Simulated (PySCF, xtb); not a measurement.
F₃Si, SMILES [Si](F)(F)F, multiplicity 2.

Harmonic wavenumbers (cm⁻¹) from GFN2-xTB (xtb) at its own minimum, in rising order: 208, 208, 304, 814, 902, 902.

Problem. What does r2SCAN-D4/def2-TZVP (PySCF) give at its own minimum? (An estimate is asked for; the answer gives what the named calculation found.)

Solution. 284, 284, 401, 830, 959, 959. Paired by order, the mean absolute difference is 63 cm⁻¹ and the zero-point energies are 4.8 and 5.3 kcal/mol.
